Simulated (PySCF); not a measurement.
All values below come from PySCF 2.14.0 with TPSSh-D3(BJ)/def2-TZVP // PBE-D3(BJ)/def2-SVP. Gas-phase values, no solvent. One relaxed conformer stands for a flexible species; it need not be the lowest. 

Reference species: [Zn(OH)2] (neutral, multiplicity 1).

```
Item    Result
----  --------
HOMO  -7.47 eV
LUMO  -1.51 eV
```

Changed species: [Zn(CH3)2] (2 of 2 OH replaced by CH3; the reference has 0 of 2 OH replaced by CH3).

Question: Predict the effect on the HOMO and LUMO.

Answer: the HOMO increases by 0.96 eV, to -6.51 eV; the LUMO rises by 1.42 eV, to -0.09 eV.
